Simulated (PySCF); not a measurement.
**Cu⁺ (copper, charge +1) across methods**

[Ar] 3d10, closed-shell 1S. Calculation: PySCF 2.14, in x2c-QZVPPall (11s7p6d4f2g, 108 functions); the spin-free X2C one-electron Hamiltonian (Gaussian nucleus). The B2PLYP total includes its PT2 part (frozen core); its orbital energies are those of the SCF part.

```tsv
method	E (hartree)	mean ε 3s (eV)	mean ε 3p (eV)	mean ε 3d (eV)	Σ⟨r²⟩ (bohr²)	⟨S²⟩
wB97X	-1654.577	-131.15	-87.589	-18.409	19.45	0.000
B2PLYP	-1654.245	-136.94	-91.199	-18.152	19.15	0.000
LDA	-1651.654	-122.72	-80.669	-14.002	19.80	0.000
UHF	-1652.94902	-148.88	-100.21	-21.843	18.60	0.000
r2SCAN	-1654.483	-126.94	-82.906	-13.626	19.54	0.000
TPSS	-1654.547	-124.34	-81.219	-13.450	19.77	0.000
PBE	-1654.286	-123.22	-80.723	-13.652	19.85	0.000
```

Q: Estimate the same row for PBE0.

A: E (hartree) = -1654.277; mean ε 3s (eV) = -129.82; mean ε 3p (eV) = -85.765; mean ε 3d (eV) = -15.829; Σ⟨r²⟩ (bohr²) = 19.40; ⟨S²⟩ = 0.000.
